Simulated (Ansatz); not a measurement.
Na₂₁. Charge 0, multiplicity 2. Geometry PBE/def2-SVP; atoms count from 1.

Cartesian coordinates in Å:
```
Na 0.473 0.022 -4.999
Na 2.744 1.274 3.062
Na -0.692 -3.537 -0.013
Na -3.331 0.276 3.343
Na -5.944 -1.702 1.795
Na -1.040 1.328 -2.156
Na 2.466 2.179 -2.664
Na -4.177 -4.140 -0.425
Na -0.006 -1.150 4.204
Na -2.534 2.654 0.890
Na 0.989 3.220 0.403
Na 4.166 -0.801 -3.646
Na -0.007 -0.069 1.052
Na 1.214 -1.460 -2.025
Na -0.452 2.608 3.687
Na -3.279 -0.768 -0.190
Na 4.545 3.400 0.451
Na 6.052 1.837 -2.229
Na -2.065 -2.077 -3.200
Na 3.625 -0.028 -0.072
Na -2.747 -3.065 2.731
```

Single mean-field runs in def2-TZVP are fitted with def2-universal-jkfit. The charge 0 doublet is spin-contaminated (final ⟨S²⟩ up to 0.83, 0.75 for a pure state). Another isomer (doublet) lies 0.28 eV lower at PBE0/def2-TZVP; other spin states weren't run for this one.

Q: Estimate the Mulliken populations from the PBE0/def2-TZVP orbitals of Ansatz.

A: 
```json
{"atom": "Na1", "charge (e)": "-0.14", "spin (α − β)": "0.00"}
{"atom": "Na2", "charge (e)": "-0.07", "spin (α − β)": "0.02"}
{"atom": "Na3", "charge (e)": "-0.06", "spin (α − β)": "0.09"}
{"atom": "Na4", "charge (e)": "0.04", "spin (α − β)": "0.15"}
{"atom": "Na5", "charge (e)": "-0.12", "spin (α − β)": "0.01"}
{"atom": "Na6", "charge (e)": "0.09", "spin (α − β)": "0.07"}
{"atom": "Na7", "charge (e)": "0.12", "spin (α − β)": "-0.01"}
{"atom": "Na8", "charge (e)": "-0.13", "spin (α − β)": "0.05"}
{"atom": "Na9", "charge (e)": "-0.01", "spin (α − β)": "0.06"}
{"atom": "Na10", "charge (e)": "-0.03", "spin (α − β)": "0.05"}
{"atom": "Na11", "charge (e)": "0.15", "spin (α − β)": "0.01"}
{"atom": "Na12", "charge (e)": "-0.13", "spin (α − β)": "-0.02"}
{"atom": "Na13", "charge (e)": "0.15", "spin (α − β)": "-0.02"}
{"atom": "Na14", "charge (e)": "0.10", "spin (α − β)": "0.19"}
{"atom": "Na15", "charge (e)": "0.02", "spin (α − β)": "0.03"}
{"atom": "Na16", "charge (e)": "0.23", "spin (α − β)": "0.11"}
{"atom": "Na17", "charge (e)": "-0.13", "spin (α − β)": "0.14"}
{"atom": "Na18", "charge (e)": "-0.12", "spin (α − β)": "0.03"}
{"atom": "Na19", "charge (e)": "-0.06", "spin (α − β)": "0.02"}
{"atom": "Na20", "charge (e)": "0.13", "spin (α − β)": "-0.01"}
{"atom": "Na21", "charge (e)": "-0.02", "spin (α − β)": "0.04"}
```
Mulliken values and Mayer orders depend strongly on the basis.

Q: Where does the spin sit?

A: Summed by element: Na 1.00, of 1 unpaired in all. Largest on single atoms: Na14 0.19, Na4 0.15, Na17 0.14.

Q: And the Mayer bond orders between bonded heavy atoms (over 0.3)?

A: Na12–Na18 0.34 (3.54 Å); Na13–Na15 0.30 (3.78 Å); Na17–Na18 0.38 (3.45 Å).
